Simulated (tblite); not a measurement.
Species: C6H9F3Si.
Atom-mapped SMILES: `[F:1][C:2]([F:3])=[C:4]([F:5])[CH2:6][SiH2:7][CH:8]1[CH2:9][CH2:10]1` (hydrogens: H11, H12 on C6; H13, H14 on Si7; H15 on C8; H16, H17 on C9; H18, H19 on C10)

The geometry is computed with GFN2-xTB (gas phase).

Question: Give the optimised bond lengths and angles.

Answer: 
```tsv
bond	length (bohr)	order
F1–C2	2.514	single
C2–F3	2.523	single
C2=C4	2.508	double
C4–F5	2.552	single
C4–C6	2.789	single
C6–Si7	3.646	single
Si7–C8	3.552	single
C8–C9, C8–C10	2.846	single
C9–C10	2.816	single
C6–H11, C6–H12	2.055	single
Si7–H13, Si7–H14	2.768	single
C8–H15	2.050	single
C9–H16, C10–H18	2.040	single
C9–H17, C10–H19	2.041	single
```

Bonds in one row agree within 0.02 bohr and their mean is given. Orders are formal, as drawn. A selection of angles:
```tsv
angle	degrees
F1–C2–F3	110.7
F1–C2–C4	126.6
F3–C2–C4	122.7
C2–C4–F5	118.1
C2–C4–C6	126.2
F5–C4–C6	115.6
C4–C6–Si7	110.4
C4–C6–H11	109.3
Si7–C6–H11	110.3
H11–C6–H12	108.6
C6–Si7–C8	106.5
C6–Si7–H13	107.0
C8–Si7–H13	112.1
H13–Si7–H14	111.3
Si7–C8–C9	120.7
Si7–C8–C10	120.2
Si7–C8–H15	115.6
C9–C8–C10	59.3
C9–C8–H15	114.8
C8–C9–C10	60.4
C8–C9–H16	118.2
C8–C9–H17	118.2
C10–C9–H16	118.2
C10–C9–H17	118.6
H16–C9–H17	113.5
C8–C10–H18	118.6
```

Dihedral angles: F1–C2–C4–F5 -1° (synperiplanar); C2–C4–C6–Si7 99° (anticlinal); C4–C6–Si7–C8 -58° (synclinal); C6–Si7–C8–C9 158° (antiperiplanar); Si7–C8–C9–C10 -109° (anticlinal); Si7–C8–C10–C9 110° (anticlinal). The mirror-image conformer, all signs reversed, is as good.

The 3-membered ring C8–C9–C10 has internal angles of 59.3° to 60.4°. The 5 C–C bonds span 1.327 Å (C2=C4, drawn double) to 1.507 Å (C8–C10, drawn single), a spread of 0.180 Å. The 2 C–Si bonds span 1.879 Å (Si7–C8, drawn single) to 1.929 Å (C6–Si7, drawn single), a spread of 0.050 Å. Si7 (SiH2 silicon) is tetrahedral (angles from 106.5° to 112.1°). The C–F distances run from 1.330 Å (F1–C2, drawn single) to 1.350 Å (C4–F5, drawn single), a spread of 0.020 Å. Of the pairs four or more bonds apart, F3···H11 is among the closest relative to their van der Waals radii: 2.56 Å, 96 % of the sum of Bondi's values.

Point group: C1 (no symmetry element, even within 0.4 Å). Its GFN2-xTB frequencies are all real (lowest 24 cm⁻¹). The numbers are those of one conformer. 3 starts were optimised and ended at 0.00, 0.38 and 0.59 kcal/mol (GFN2-xTB); the lowest of these is shown.
